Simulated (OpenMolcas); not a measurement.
Computed levels of S

```
Program             : OpenMolcas
Method              : CASSCF
Basis               : ANO-RCC-VQZP [6s5p3d2f1g]
Scalar Hamiltonian  : DKH2, point nucleus
Active space        : 6 electrons in 8 orbitals (3s 3p 4s 4p)
State averaging     : 2S+1 = 3 even, 3 roots; 2S+1 = 1 even, 6 roots; 2S+1 = 3 odd, 3 roots (0 in the spin-orbit step)
Spin-orbit coupling : state interaction with AMFI integrals over the reference wave functions, term energies averaged over their components
```

Spin-free terms above the lowest, with the occupations of the reference (each correlating shell added to its valence partner):

```
Configuration  Term  E (cm⁻¹)      Occupations
      3s² 3p⁴    ³P       0.0  3s 2.00 3p 4.00
      3s² 3p⁴    ¹D     11241  3s 2.00 3p 4.00
      3s² 3p⁴    ¹S     20258  3s 1.93 3p 4.07
```

With spin-orbit coupling, above the lowest level:

```tsv
Configuration	Term	J	E (cm⁻¹)	Measured (cm⁻¹)	g	Term weight %
3s² 3p⁴	³P	2	0.0	0.0	1.501	100
3s² 3p⁴	³P	1	359	396	1.501	100
3s² 3p⁴	³P	0	523	574		100
3s² 3p⁴	¹D	2	11430	9239	1.000	100
3s² 3p⁴	¹S	0	20454	22180		100
```

Against the 4 measured excited levels shown (NIST Handbook of Basic Atomic Spectroscopic Data) the mean absolute deviation is 1000 cm-1; the largest miss in energy is 3s² 3p⁴ ¹D₂: computed 11430, measured 9239 cm⁻¹ (+23.7 %).

Spin-orbit coupling puts the lowest level 183 cm⁻¹ below the lowest spin-free term.

For ³P the intervals divided by the larger J are -163.5, -179.7 cm-1. Landé's interval rule makes them equal in pure LS coupling; they differ by 9 % of their mean. The multiplet is inverted.

Without dynamic correlation excited terms often stand tens of per cent too high (terms of higher spin than the ground term too low), and those without a measured partner can miss by more than the paired ones. Active for correlation alone: 4p 4s; no level in the range computed is led by a configuration that fills them, so any true level of that kind is missing. No level of 3s 3p⁵ was computed, though it lies in the active space. Measured partners are found by configuration, term and J. A level has none where our copy of the source lacks it or the pairing is in doubt (some pairs that miss far off the trend of their configuration count as doubtful), and it then counts in no deviation. Only configurations of the active space appear. The first state left out of the spin-orbit step lies near 92000 cm-1 above the lowest spin-free state of the reference (among the parities and spins computed), and the list stops at four fifths of that energy or lower.

The term weight is that of the spin-free term in the level, not the purity of its configuration.
